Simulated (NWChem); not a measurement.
Species: bicarbonate (CHO3 anion); SMILES [O-]C(O)=O

```xyz
5

O     -0.5888    -1.1382     0.0000
C      0.0376     0.1589     0.0000
O      1.2885     0.1119     0.0000
O     -0.7567     1.1062     0.0000
H      0.1640    -1.7427     0.0000
```
Atoms are numbered in this order, from 1.

All runs: NWChem. Pople sets run with spherical d functions. Sets without diffuse functions describe the anion's extra electron poorly. The geometry was optimised at B3LYP/def2-SVPD. Vzz is the largest principal value of the second derivative of the potential at the nucleus (NWChem prints the opposite sign); η is the asymmetry. Non-relativistic.

Predict the results for PBE0/6-31G*. Quantities: Vzz O1 (a.u.); η O1; Vzz O3 (a.u.); η O3; Vzz O4 (a.u.); η O4.


```
Item           Result
-------------  ------
Vzz O1 (a.u.)   1.525
η O1             0.82
Vzz O3 (a.u.)  -1.211
η O3             0.86
Vzz O4 (a.u.)  -1.298
η O4             0.71
```
